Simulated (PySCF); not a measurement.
Molecular orbitals of SeO

PBE0 at R = 1.667 Å; PySCF, no relativity, basis sets Se aug-pcseg-1, O aug-pcseg-1. State: ³Σ⁻ (triplet), unpaired electrons π ↑↑. Only the outer orbitals are listed, counted within each symmetry.

| spin | orbital | occ. | ε (eV) | on Se (%) | main shells (%) |
| --- | --- | --- | --- | --- | --- |
| α | 8σ | 1 | -29.16 | 9 | 86 O s |
| α | 9σ | 1 | -19.26 | 78 | 75 Se s, 14 O s |
| α | 10σ | 1 | -12.18 | 39 | 58 O p, 28 Se p, 11 Se s |
| α | 4π | 1 | -12.06 | 27 | 72 O p, 26 Se p |
| α | 4π | 1 | -12.06 | 27 | 72 O p, 26 Se p |
| α | 5π | 1 | -7.72 | 75 | 74 Se p, 26 O p |
| α | 5π | 1 | -7.72 | 75 | 74 Se p, 26 O p |
| α | 11σ | 0 | -0.96 | 99 | 81 Se p, 14 O p, 13 Se d |
| β | 8σ | 1 | -27.79 | 12 | 82 O s, 9 Se s |
| β | 9σ | 1 | -17.57 | 74 | 73 Se s, 17 O s, 8 O p |
| β | 10σ | 1 | -11.37 | 43 | 55 O p, 28 Se p, 15 Se s |
| β | 4π | 1 | -9.98 | 35 | 64 O p, 33 Se p |
| β | 4π | 1 | -9.98 | 35 | 64 O p, 33 Se p |
| β | 5π | 0 | -3.75 | 68 | 66 Se p, 32 O p |
| β | 5π | 0 | -3.75 | 68 | 66 Se p, 32 O p |
| β | 11σ | 0 | -0.46 | 105 | 85 Se p, 13 O p, 12 Se d |

Task: Which are the highest filled and the lowest empty level, where do they sit, and how wide is the gap?

Result: Highest filled α 5π at -7.72 eV (in %: 74 Se p, 26 O p); lowest empty β 5π at -3.75 eV (in %: 66 Se p, 32 O p); the gap at PBE0 is 3.97 eV. Both belong to one degenerate shell, split only by its one-sided filling, so this is no excitation gap.

* bond order (Mayer): 1.50
* ⟨S²⟩: 2.011
* charge on Se (Mulliken, basis-dependent): 0.72
* charge on Se (Löwdin, basis-dependent): 0.81
* dipole moment (positive dipole means Se(−)O(+)): -2.14 D
* polarisability along the bond: 38.7 bohr³
* polarisability across the bond: 25.4 bohr³

Shares are Mulliken populations and can fall outside 0 to 100 %.

Spin–orbit coupling is left out. The state was picked by a PBE0 search and need not be the measured ground state.
